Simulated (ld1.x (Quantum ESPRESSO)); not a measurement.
# u(r) = r·R(r): atom against pseudo-atom (rubidium (Rb))

Columns: radius, all-electron u(r) and pseudo u(r) of the 5p shell (level -1.10 eV) of rubidium in the configuration [Ar] 3d10 4s2 4p6 4d0.5 5s0.5 5p0; PBE, scalar-relativistic, ultrasoft scheme, ld1.x (Quantum ESPRESSO) 7.5.

| r (bohr) | all-electron | pseudo |
| --- | --- | --- |
| 0.222 | -0.0240 | 0.0182 |
| 0.445 | -0.0660 | 0.0659 |
| 0.668 | 0.0153 | 0.1248 |
| 0.890 | 0.0927 | 0.1727 |
| 1.112 | 0.1324 | 0.1941 |
| 1.335 | 0.1370 | 0.1837 |
| 1.558 | 0.1166 | 0.1472 |
| 1.780 | 0.0816 | 0.0969 |
| 2.002 | 0.0390 | 0.0440 |
| 2.225 | -0.0064 | -0.0058 |
| 2.448 | -0.0517 | -0.0517 |
| 2.670 | -0.0948 | -0.0948 |
| 2.892 | -0.1352 | -0.1352 |
| 3.115 | -0.1725 | -0.1725 |
| 3.338 | -0.2063 | -0.2063 |
| 3.560 | -0.2365 | -0.2365 |
| 3.782 | -0.2634 | -0.2634 |
| 4.005 | -0.2871 | -0.2871 |
| 4.228 | -0.3079 | -0.3079 |
| 4.450 | -0.3258 | -0.3258 |
| 4.672 | -0.3413 | -0.3413 |
| 4.895 | -0.3544 | -0.3544 |
| 5.118 | -0.3651 | -0.3651 |
| 5.340 | -0.3736 | -0.3736 |
| 5.562 | -0.3800 | -0.3800 |
| 5.785 | -0.3843 | -0.3843 |

Question: How many radial nodes do the two functions have?

Answer: The all-electron 5p function has n − l − 1 = 3 (the table is too coarse to show those close to the nucleus); the pseudo-wave has 1, since 1 lower shell of the same l stays in the valence.

Question: At about which radius was the pseudo-wave matched?

Answer: 2.55 bohr, where the columns begin to agree (steps of 0.22 bohr).

Question: Is the pseudo-wave norm-conserving?

Answer: No, it belongs to an ultrasoft set: the norm inside the radius is not constrained, and the difference is carried by the augmentation charge.
